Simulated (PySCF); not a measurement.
Assignment exercise: B$_{2}$FH$_{7}$N$_{2}$

Cartesian coordinates in Å; atom numbers follow the order of the lines, from 1:
```xyz
12

F     1.737    0.092   -1.160
B     0.974   -0.058   -0.022
N    -0.256   -1.036   -0.287
B    -1.214    0.171    0.139
N     0.012    1.196    0.188
H     1.582   -0.346    0.995
H    -0.327   -1.313   -1.264
H    -0.289   -1.871    0.291
H    -2.030    0.452   -0.719
H    -1.676   -0.010    1.249
H     0.142    1.712    1.053
H     0.052    1.851   -0.591
```

Method: geometry: PBE0-D3(BJ)/def2-SVP, shielding tensors at PBE0/pcSseg-1 (GIAO), spin–spin couplings from B3LYP/pcJ-1 (spin–dipole term only in couplings to heteroatoms), in PySCF (non-relativistic, one averaged value for each set of equivalent atoms, no solvent model, one computed conformer).

Shifts are taken against calculated references (same method and geometry level): 1H (31.27 ppm) against TMS.

Assign these signals to the numbered atoms. 1H NMR (300 MHz, computed): δ 3.74 (br, 1H), 3.15 (br, 1H), 3.12 (br, 1H), 1.81 (br s, 2H), 1.36 (br s, 2H).

## Answers


3.74 → H6, hydrogen on a boron bonded to F, 2 N, in a 4-membered ring
3.15 → H10, hydrogen on a boron bonded to 2 N, in a 4-membered ring
3.12 → H9, hydrogen on a boron bonded to 2 N, in a 4-membered ring
1.81 → H8/H11, hydrogen on a donor nitrogen of a Lewis adduct: exchangeable, gas-phase position
1.36 → H7/H12, hydrogen on a donor nitrogen of a Lewis adduct

H10 and H9 lie closer than the usual error of such a calculation, so a measured spectrum could show them in the other order.

Exchangeable OH/NH protons stand at their gas-phase positions; hydrogen bonding in a real sample shifts them, mostly to higher δ. Hydrogens on boron are broadened and split by 11B (spin 3/2, 80 %) and 10B (spin 3). Couplings to exchangeable protons are dropped.
